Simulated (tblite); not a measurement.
`FC(F)(F)C[SiH2]P[SiH3]`. The geometry is computed with GFN2-xTB (gas phase).

```
atom  x, y, z in Å
F1    -3.1508   -1.0982    0.0938
C2    -2.6003    0.1060   -0.1367
F3    -2.4440    0.1928   -1.4701
F4    -3.5463    1.0106    0.1805
C5    -1.3198    0.3043    0.6027
Si6   -0.0737   -1.0502    0.0899
P7     1.7076   -0.6921    1.3784
Si8    2.8182    0.9186    0.2906
H9    -0.9554    1.3049    0.3746
H10   -1.5374    0.2576    1.6687
H11    0.1316   -0.9488   -1.3600
H12   -0.6328   -2.3595    0.4296
H13    2.4250   -1.7450    0.8520
H14    4.1934    0.8808    0.7842
H15    2.1689    2.1811    0.6426
H16    2.8083    0.7461   -1.1647
```

Task: Which two atoms are farthest apart?

Result: F4···H14, 7.76 Å; the next longest distance is 7.64 Å.

Task: What are the angles F3–C2–C5, F1–C2–F3, C2–C5–H9, C5–Si6–H12?

Result: From the scalar product of the two bond vectors; for F3–C2–C5 it is -0.7686 Å² over 1.3453 × 1.4919 Å², cos θ = -0.3829. F3–C2–C5 112.5°; F1–C2–F3 106.0°; C2–C5–H9 107.8°; C5–Si6–H12 108.8°.

Task: Give the dihedral angles C2–C5–Si6–H11, F1–C2–C5–H10, F4–C2–C5–H9, Si6–P7–Si8–H14, H13–P7–Si8–H15.

Result: C2–C5–Si6–H11 59° (synclinal); F1–C2–C5–H10 -62° (synclinal); F4–C2–C5–H9 -59° (synclinal); Si6–P7–Si8–H14 -160° (antiperiplanar); H13–P7–Si8–H15 177° (antiperiplanar). Dihedral signs follow IUPAC: positive where, seen along the central bond, the front bond turns clockwise onto the rear one.

Task: Where is the centre of mass (commonest isotopes), and what is the radius of gyration?

Result: Mass 175.985 u; centre at (-0.468, -0.102, 0.219) Å; Rg = √(Σ m r²/M) = 2.605 Å. As Ia + Ib + Ic = 2 Σ m r², the three principal moments sum to 2388.2 u·Å².

Task: What is the repulsion energy of the bare nuclei, Σ ZA·ZB/RAB?

Result: 640.34 Eh over 120 pairs, with full nuclear charges and distances in bohr; the largest single term is 49.89 Eh (Si6 with P7).

Task: How far are the heavy atoms from their best plane (unweighted least squares)?

Result: 0.607 Å rms; F1 0.09, C2 0.06, F3 1.15, F4 0.85, C5 0.60, Si6 0.58, P7 0.43, Si8 0.13 Å (magnitudes).

Task: Write the matrix of distances between heavy atoms (Å, lower triangle).

Result: 
```
F1    0.000
C2    1.344  0.000
F3    2.148  1.345  0.000
F4    2.147  1.347  2.147  0.000
C5    2.362  1.492  2.361  2.374  0.000
Si6   3.077  2.788  3.098  4.039  1.911  0.000
P7    5.042  4.636  5.112  5.651  3.280  2.227  0.000
Si8   6.304  5.496  5.596  6.366  4.195  3.504  2.239  0.000
```

Its GFN2-xTB frequencies are all real (lowest 19 cm⁻¹). One conformer, not necessarily the lowest. 3 starts were optimised and ended at 0.00, 0.32 and 0.45 kcal/mol (GFN2-xTB); the lowest of these is shown.
